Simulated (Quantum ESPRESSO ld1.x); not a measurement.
Species: Mn10+. Configuration: [Ne] 3s2 3p3. All-electron calculation, scalar-relativistic Kohn-Sham, LDA (Slater exchange, Perdew-Wang correlation), spin-polarised, spherical densities, point nucleus; open shells are filled with parallel spins first. Program: ld1.x of Quantum ESPRESSO 7.5.

Normalised radial functions P(r) = r R(r), r in bohr:

```
   r/bohr * 2s up, o 3p up, + 3p down (the largest magnitude, 1.96, reaches the edge; | marks zero, & curves that meet)
 0.004432                             &   *
 0.005545                             &    *
 0.006993                             &     *
 0.008748                             &      *
  0.01094                             &        *
  0.01369                             &         *
  0.01727                             |&         *
   0.0216                             |&           *
  0.02703                             | &          *
  0.03409                             | &          *
  0.04264                             |  &        *
  0.05335                             |   &     *
  0.06674                             |     &
  0.08417                            *|      &
   0.1053                     *       |        &
   0.1317             *               |         &
   0.1661      *                      |         &
   0.2079  *                          |       &
   0.2601  *                          |   &
   0.3253      *                    & |
   0.4103             *      +o       |
   0.5133               &    *        |
   0.6422            &            *   |
   0.8099             &              *|
    1.013                 &           *
    1.268                      &      *
    1.586                          &  *
        2                            &*
    2.502                             &
```

2s up: eigenvalue -996.61 eV, 1 radial node at r = 0.0822 bohr, <r> = 0.279 bohr, 90 % of the charge inside 0.432 bohr. 3p up: eigenvalue -269.71 eV, 1 radial node at r = 0.307 bohr, <r> = 0.757 bohr, 90 % of the charge inside 1.13 bohr. 3p down (empty): eigenvalue -262.03 eV, 1 radial node at r = 0.306 bohr, <r> = 0.762 bohr, 90 % of the charge inside 1.14 bohr.
